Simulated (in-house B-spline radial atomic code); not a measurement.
Results of a calculation; reference values are marked as such.
# Building a PAW d channel for Sb, r_c = 0.871 bohr

Sb, [Kr] 4d10 5s2 5p3, non-relativistic PBE, spherical and spin-unpolarised, from a B-spline radial code for spherical atoms (atomic units; all potentials screened as in the neutral atom).

Two all-electron partial waves φ1, φ2 are integrated outwards at E1 = ε(4d) = -1.295322 and E2 = E1 + 1 hartree; φ1 is the bound orbital and φ2 has unit norm inside r_c = 0.8708 bohr. Smooth partners are polynomials, r^3(a0 + a1 r² + a2 r⁴ + a3 r⁶), matched to φ and three derivatives at r_c, with no condition on the norm. The local potential is -49.2175 + (142.616) r² + (-181.611) r⁴ + (87.6713) r⁶ inside 0.7129 bohr and the all-electron one outside.

```csv
wave,φ(r_c),φ'(r_c),a0,a1,a2,a3
1,1.078895,-0.1574144,8.423224,-16.84885,13.45974,-4.019113
2,1.570475,-1.390593,14.65648,-30.80988,25.00105,-7.547967
```

Inside r_c the overlaps are <φi φj> = [[0.39340, 0.62654], [0.62654, 1.00000]] and, for the smooth waves, [[0.36985, 0.58782], [0.58782, 0.93609]]. With χj = (Ej − T − V_local) applied to smooth wave j, the program's quadrature gives the matrix B_ij = <smooth i, χj> as [[1.01431, 1.66406], [1.70278, 2.79861]].

Question: Check the match of the first wave, and find the augmentation charges q_ij.

Answer: At r_c the four terms are 5.56203, -8.43650, 5.11053, -1.15717, which sum to 1.0789, φ1(r_c) to rounding. q_ij is the all-electron overlap less the smooth one: [[0.02355, 0.03873], [0.03873, 0.06391]]. The smooth first wave has a norm of 0.3699 inside r_c against 0.3934, and q11 > 0 puts back the missing charge.

Question: B isn't symmetric. Show that D_ij = B_ij + Ej q_ij is.

Answer: Integrating by parts gives B12 − B21 = (E1 − E2) q12: 1.66406 − (1.70278) = -0.03872, and −1 × (0.03873) = -0.03873. So D12 = 1.66406 + (-0.295322)(0.03873) = 1.65262 and D21 = 1.70278 + (-1.295322)(0.03873) = 1.65262; D11 = 0.98380, D22 = 2.77974. The projectors, p = (B⁻¹)ᵀ χ, are dual to the smooth waves; det B = 0.0051, small beside B11 B22, as the two smooth waves look alike inside r_c.

Solving (T + V_local + Σ p D p) ψ = E (1 + Σ p q p) ψ in a sphere of 9 bohr gives these levels:

| all-electron | one projector | two projectors |
| --- | --- | --- |
| -1.295320 | -1.295320 | -1.295320 |
| 0.074385 | 0.074252 | 0.074385 |
| 0.299075 | 0.298631 | 0.299074 |
| 0.690539 | 0.689446 | 0.690536 |
| 1.229990 | 1.227530 | 1.229970 |

Question: What does the second projector gain?

Answer: With one projector the errors are 0.00, -0.13, -0.44, -1.09, -2.46 millihartree. With two the errors are 0.00, 0.00, 0.00, 0.00, -0.02 millihartree. The scattering is exact at E1 and at E2 = -0.295, and over all levels compared the largest error is 0.02 millihartree. The lowest eigenvalue of the overlap operator is 1 with one and 1 with two projectors. The smooth orbital alone needs a cutoff of 63.2 hartree for 1 millihartree of kinetic energy, against 71.5 for a norm-conserving Troullier-Martins orbital of the same radius.
